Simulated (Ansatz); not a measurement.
Removing an electron: [Ce(NH3)6]3+ (CeN₆H₁₈³⁺). Total charge 3; doublet. Geometry: PBE-D4/def2-SVP. Ansatz, gas phase; energy differences of separate SCF runs; the oxidised species is a singlet (the triplet lies 1.13 eV higher at PBE0-D4/def2-TZVP).

```xyz
25

Ce    0.000   -0.001    0.002
N     0.518   -1.655   -1.995
H    -0.288   -2.218   -2.328
H     1.238   -2.377   -1.800
H     0.865   -1.212   -2.867
N    -0.491    1.678    1.984
H     0.344    2.135    2.398
H    -0.965    1.270    2.812
H    -1.100    2.484    1.745
N    -2.073   -1.488    0.697
H    -2.973   -1.232    0.248
H    -2.310   -1.483    1.707
H    -1.988   -2.501    0.484
N     2.066    1.505   -0.674
H     1.922    2.529   -0.584
H     2.394    1.403   -1.654
H     2.932    1.344   -0.124
N    -1.560    1.399   -1.610
H    -1.897    0.894   -2.451
H    -1.130    2.254   -2.012
H    -2.437    1.758   -1.188
N     1.540   -1.439    1.599
H     1.749   -1.008    2.520
H     2.483   -1.667    1.231
H     1.163   -2.370    1.860
```

In the def2 sets Ce takes a core potential; there is no spin–orbit coupling. With an open 4f shell the SCF may have ended on a state above the lowest. No other spin state of charge 3 was run.

```json
{"level": "PBE-D4/def2-TZVP", "−HOMO (eV)": "16.32", "vertical IE (eV)": "20.08", "−LUMO (eV)": "15.55", "HOMO–LUMO gap (eV)": "0.76"}
{"level": "PBE0-D4/def2-TZVP", "−HOMO (eV)": "19.29", "vertical IE (eV)": "21.32", "−LUMO (eV)": "13.23", "HOMO–LUMO gap (eV)": "6.05"}
{"level": "CAM-B3LYP-D4/def2-TZVP", "−HOMO (eV)": "21.00", "vertical IE (eV)": "21.70", "−LUMO (eV)": "11.99", "HOMO–LUMO gap (eV)": "9.01"}
```

  HOMO and LUMO are the levels of the spin that leaves or enters (xTB has no such levels and no spin-polarisation term). Other spin states of the ions may lie lower, which would lower the ionisation energy or raise the affinity.
